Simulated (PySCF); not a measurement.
C5H8S, SMILES C#CCCSC (GFN2-xTB optimised geometry):

```
14

C      1.380    -1.593     0.121
C      0.996    -0.461     0.071
C      0.492     0.896     0.000
C     -1.035     0.896     0.000
S     -1.737     2.578     0.000
C     -1.441     3.048    -1.729
H      1.737    -2.578     0.173
H      0.856     1.464     0.860
H      0.872     1.368    -0.911
H     -1.432     0.364    -0.866
H     -1.414     0.428     0.908
H     -0.377     3.163    -1.912
H     -1.867     2.294    -2.386
H     -1.943     3.998    -1.880
```

Computed with B3LYP/def2-TZVP (PySCF 2.14.0).

### Question
What are the frontier orbital energies and the dipole moment?

### Answer
HOMO-2 -7.64 eV, HOMO-1 -7.62 eV, HOMO -6.21 eV, LUMO 0.38 eV, LUMO+1 0.60 eV; dipole moment 1.26 D.

Meta-Löwdin charges at B3LYP/def2-TZVP: C1 -0.23, C2 -0.03, C3 -0.19, C4 -0.24, S5 0.04, C6 -0.39, H7 0.17, H8 0.14, H9 0.13, H10 0.12, H11 0.13, H12 0.12, H13 0.12, H14 0.14.
